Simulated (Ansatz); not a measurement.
Cost and result for the atomization energy of C2H4SSi, SMILES `C#CS[SiH3]` (8 atoms, 7 bonds).

Cartesian coordinates in Å:
```
C 1.844 -0.567 1.316
C 1.122 -0.827 0.388
S 0.138 -1.225 -0.916
Si -1.176 0.474 -0.744
H 2.483 -0.340 2.136
H -1.853 0.454 0.574
H -0.403 1.727 -0.908
H -2.154 0.305 -1.846
```

Total charge 0; spin multiplicity 1. Geometry: relaxed with PBE0-D4/def2-TZVP. Program: Ansatz. All runs use 2 threads of an Arm Neoverse V1 on a shared host. Times are those of one run each, without the atoms' runs, and a repeat can differ threefold. Electronic energies, without spin–orbit coupling; frozen cores. CCSD(T)/CBS adds CCSD(T) − MP2 in def2-TZVPP to the MP2 limit, and its time is that of the two runs behind it. T1 = 0.013. HSE06 is the plane-wave form, built on full-range PBE exchange.

CCSD(T)/CBS is a level of theory with its own doubt, some kJ/mol a heavy atom from the limit and from the frozen cores, so smaller differences don't rank the functionals.

```json
{"level": "BLYP-D4/def2-TZVPP", "functions": "202", "wall time": "2.8 s", "atomization (kcal/mol)": "687.3", "difference from CCSD(T)/CBS": "-0.1", "per bond": "0.0"}
{"level": "CCSD(T)/def2-SVP", "functions": "84", "wall time": "2.8 s", "atomization (kcal/mol)": "643.3", "difference from CCSD(T)/CBS": "-44.1", "per bond": "-6.3"}
{"level": "PBE0-D4/def2-TZVPP", "functions": "202", "wall time": "4 s", "atomization (kcal/mol)": "689.2", "difference from CCSD(T)/CBS": "1.8", "per bond": "0.3"}
{"level": "BHLYP-D4/def2-TZVPP", "functions": "202", "wall time": "4 s", "atomization (kcal/mol)": "666.5", "difference from CCSD(T)/CBS": "-20.9", "per bond": "-3.0"}
{"level": "HSE06-D4/def2-TZVPP", "functions": "202", "wall time": "4.3 s", "atomization (kcal/mol)": "689.8", "difference from CCSD(T)/CBS": "2.4", "per bond": "0.3"}
{"level": "CAM-B3LYP-D4/def2-TZVPP", "functions": "202", "wall time": "4.4 s", "atomization (kcal/mol)": "686.6", "difference from CCSD(T)/CBS": "-0.8", "per bond": "-0.1"}
{"level": "PBE-QIDH/def2-TZVPP", "functions": "202", "wall time": "7 s", "atomization (kcal/mol)": "684.0", "difference from CCSD(T)/CBS": "-3.4", "per bond": "-0.5"}
{"level": "r2SCANh-D4/def2-TZVPP", "functions": "202", "wall time": "7.5 s", "atomization (kcal/mol)": "685.3", "difference from CCSD(T)/CBS": "-2.1", "per bond": "-0.3"}
{"level": "ωB97X-V/def2-TZVPP", "functions": "202", "wall time": "11 s", "atomization (kcal/mol)": "689.6", "difference from CCSD(T)/CBS": "2.2", "per bond": "0.3"}
{"level": "B97M-V/def2-TZVPP", "functions": "202", "wall time": "13 s", "atomization (kcal/mol)": "692.2", "difference from CCSD(T)/CBS": "4.8", "per bond": "0.7"}
{"level": "MP2/def2-QZVPP", "functions": "374", "wall time": "22 s", "atomization (kcal/mol)": "693.4", "difference from CCSD(T)/CBS": "6.0", "per bond": "0.8"}
{"level": "CCSD(T)/def2-TZVPP", "functions": "202", "wall time": "71 s", "atomization (kcal/mol)": "667.3", "difference from CCSD(T)/CBS": "-20.1", "per bond": "-2.9"}
{"level": "CCSD(T)/CBS(def2)", "functions": "–", "wall time": "93 s", "atomization (kcal/mol)": "687.4", "difference from CCSD(T)/CBS": "0.0", "per bond": "0.0"}
```

From r2SCAN to r2SCAN0 (25 % exact exchange), in def2-TZVPP and without D4, the atomization energy moves by −12.3 kcal/mol: exact exchange takes away binding that semilocal exchange gives to molecules. Leaving LDA and LC-ωPBE aside and taking each functional with its dispersion term where it has one, the values, not all of them listed here, spread over 36.1 kcal/mol, from BHLYP-D4 to PBE-D4. LDA lies +87.7 kcal/mol from PBE without D4, its usual overbinding. The D4 term adds +7.1 kcal/mol with B3LYP and +3.7 kcal/mol with PBE0; it sums over pairs of atoms, weighted by their polarisabilities, and B3LYP, whose exchange is more repulsive, gets the larger term.

B3LYP here is the variant with VWN-RPA as its local correlation; programs differ in this.
